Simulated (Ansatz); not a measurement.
The cluster W2S4⁻, relaxed as a doublet with UKS PBE-D4/def2-SVPD in Ansatz, starting from the GFN1-xTB geometry. Force threshold 0.02 eV/Å.

In the def2 sets W takes a core potential; there is no spin–orbit coupling. The relaxation made no stability test and no search for a lower SCF solution. No other spin state of charge -1 was run. Another isomer (doublet) lies 1.94 eV lower at PBE0-D4/def2-TZVPD; other spin states weren't run for this one.

Start:

```tsv
atom	x (Å)	y (Å)	z (Å)
W1	-0.246	0.555	-0.261
W2	0.138	-1.783	0.697
S3	-1.981	-0.881	0.459
S4	0.483	0.962	-2.446
S5	0.678	2.566	-1.170
S6	0.929	-1.419	2.721
```

(1) Estimate the energy that the relaxation releases and the steps that it takes.

(2) Does the start keep its bonding?

(3) Predict the relaxed structure.

## Answers

(1) 98.4 kJ/mol, in 14 steps; 70 s on 4 threads of Arm Neoverse V2 on a shared host. No frequencies were taken in this run, so the end may be a saddle point.

(2) Bonds formed: W1–S6 (atoms count from 1).

(3) 
Cartesian coordinates in Å:
```
W -0.2592 0.2759 -0.0628
W 0.0814 -1.8866 0.4435
S -2.1540 -1.1856 0.4852
S 0.2879 1.0227 -2.2252
S 1.1865 2.2088 -0.7022
S 0.8573 -0.4353 2.0614
```
Bond lengths (bridged metal pairs left out): 6 × S–W 2.31 to 2.50 Å; 1 × S–S 2.13 Å.
